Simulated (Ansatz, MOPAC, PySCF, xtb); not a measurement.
Noncovalent pair: SiH4 (SMILES [SiH4]) (first 5 atoms) with AsH3 (SMILES [AsH3]); geometry from B3LYP-D3(BJ)/def2-TZVP, rigid monomers moved along the line of their centres of mass till Si1···H9 is 3.02 Å.
(charge 0, multiplicity 1):
```
atom    x (Å)    y (Å)    z (Å)
----  -------  -------  -------
Si     0.0047  -0.0823   0.1973
H      0.3140  -0.6296  -1.1431
H     -1.4219   0.3073   0.2561
H      0.8518   1.1025   0.4583
H      0.2739  -1.1135   1.2247
As     0.1057   0.3954   3.8471
H     -0.6324   0.9859   5.0448
H     -0.7293  -0.8793   3.8901
H     -0.8565   1.0536   2.8636
```

Interaction energies are E(AB) − E(A) − E(B) at the monomers' geometry in the complex; basis-set methods are counterpoise corrected. Rows marked so take none.

Correlated levels freeze the cores. Filled d and f shells under p-block atoms count as core. CBS: X⁻³ extrapolation of the correlation energy, Hartree–Fock from the larger set. Rows in 6-31G* carry no dispersion term and start afresh at each structure (6-31G* with six Cartesian d functions); the Pople sets are all-electron and without relativity. The state reached by PM7 isn't checked; PM7 holds dispersion and hydrogen-bond terms.

Codes used: Ansatz (Gaussian basis) for Hartree–Fock, density functionals and correlated methods; MOPAC for PM7 (differences of heats of formation); PySCF for 6-31G* rows, the dispersion terms; xtb for the GFN methods. Each number belongs to the level named beside it.

```tsv
level	interaction energy (kJ/mol)
PM7	1.9
GFN1-xTB	-11.0
HF/6-31G*	12.0
PBE-D3(BJ)/def2-TZVPPD	-3.5
PBE-D4/def2-TZVPPD	-3.5
BP86/6-31G* (no counterpoise)	7.7
r2SCAN/def2-TZVPPD	?
CCSD/def2-TZVPPD	1.6
CCSD(T)/CBS(def2-SVPD, def2-TZVPPD)	?
```

Task: What belongs in the gaps?

Result: 
- r2SCAN/def2-TZVPPD, interaction energy (kJ/mol): 0.6
- CCSD(T)/CBS(def2-SVPD, def2-TZVPPD), interaction energy (kJ/mol): -0.6

Ansatz is a first-principles code.
